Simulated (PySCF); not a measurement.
# Electron correlation in Kr²⁺ (krypton, charge +2)

[Ar] 3d10 4s2 4p4, high-spin 3P determinant. Calculation: PySCF 2.14, in aug-cc-pwCVTZ-PP with ECP10MDF (8s7p6d4f1g, 96 functions); a scalar-relativistic core potential. Frozen: 3s2 3p6 3d10; 6 electrons correlated.

| level | correlation energy (mhartree) |
| --- | --- |
| CCSD | -133.44 |
| (T) | -3.32 |
| CCSD(T) | -136.76 |

Diagnostics: T1 = 0.0066, D1 = 0.0206, largest double amplitude 0.036.

Is a single reference adequate?

Yes, within this model without spin-orbit coupling: T1 lies below 0.03 and no double amplitude reaches 0.07.
